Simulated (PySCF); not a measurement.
Cl₂H₄OSi₂. Atoms are numbered in the order given.

```xyz
9

Si    -2.2551    -0.6137     0.3533
O     -0.8353    -0.0146     1.0176
Si     0.6343     0.4215     0.4582
Cl     0.3866     1.4826    -1.2819
Cl     1.7317    -1.2514     0.0194
H     -1.9287    -1.4525    -0.8328
H     -3.1248     0.5221    -0.0524
H     -2.9293    -1.4304     1.3939
H      1.3466     1.2384     1.4518
```
Charge 0, spin multiplicity 1.

Coordinates come from a ωB97X-D3(BJ)/def2-SVP optimisation. Other conformers were not sampled.

Level of theory: HF/pcSseg-1 (PySCF).

GIAO shieldings, no solvent; atoms listed in one row are averaged. δ = σ(ref) − σ: ²⁹Si against TMS (σ = 393.8 ppm); ¹⁷O against H2O (σ = 333.0 ppm); ³⁵Cl against HCl (σ = 958.2 ppm); ¹H against TMS (σ = 31.99 ppm), references at their B3LYP-D3(BJ)/def2-TZVP geometries, non-relativistic (without spin–orbit terms, shifts of atoms bonded to Cl or Br come out too high).

| nucleus | atoms | count | δ (ppm) |
|---|---|---|---|
| ²⁹Si | Si3 | 1 | -21.8 |
| ²⁹Si | Si1 | 1 | -39.6 |
| ¹⁷O | O2 | 1 | 44.7 |
| ³⁵Cl | Cl5 | 1 | 54.2 |
| ³⁵Cl | Cl4 | 1 | 52.3 |
| ¹H | H9 | 1 | 5.17 |
| ¹H | H6, H7, H8 | 3 | 4.78 |
